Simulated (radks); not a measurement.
The numbers below are computed, except where a source is named.
Problem. Mn6+, 19 electrons, occupied as [Ar] 4s1 (not the ground configuration). Code: a radial shooting solver on a logarithmic mesh with Libxc functionals. Model: Dirac Kohn-Sham, PBE, spin-unpolarised, spherical densities, finite nucleus; Fermi nuclear charge, rms radius 3.7057 fm.

Spin-orbit splittings of the eigenvalues, e(l+1/2) - e(l-1/2), with zeta = 2 splitting/(2l+1) and mean radii in bohr:

| shell | occ. | splitting (eV) | zeta (eV) | <r> j=l-1/2 | <r> j=l+1/2 |
|---|---|---|---|---|---|
| 2p | 6 | 10.41 | 6.943 | 0.2449 | 0.2478 |
| 3p | 6 | ? | ? | 0.8120 | 0.8183 |

Estimate the 3p splitting.

Solution. 1.571 eV (zeta = 1.047 eV).
